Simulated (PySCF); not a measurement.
## How methods differ on the ionisation energy of Sn⁺

Sn⁺ [Kr] 4d10 5s2 5p1 (2P) → Sn²⁺ [Kr] 4d10 5s2 (1S), as a difference of total energies. Computed with PySCF 2.14 in aug-cc-pVQZ-PP with one added diffuse shell each of s, p, d, f, g type with ECP28MDF (8s8p6d4f3g, 117 functions), with scalar relativity through the core potential. Correlated levels: valence: 4s2 4p6 4d10 frozen. The calculations carry no spin-orbit coupling.

```tsv
method	ionisation energy (eV)
UHF	13.755
LDA	14.404
PBE	14.222
PBE0	14.262
r2SCAN	14.389
CAM-B3LYP	14.367
M06	14.070
SCS-MP2 (valence)	13.981
```

Question: Estimate what MP2 (valence) gives.

Answer: 13.989 eV, closest to SCS-MP2 (valence) among the rows shown.

Question: Estimate what wB97M-V gives.

Answer: 14.222 eV, closest to PBE among the rows shown.

Errors of the correlated levels include the incompleteness of this basis and the frozen core.

For comparison: 14.282 eV (measured; NIST levels, between the centres of gravity of the two terms).
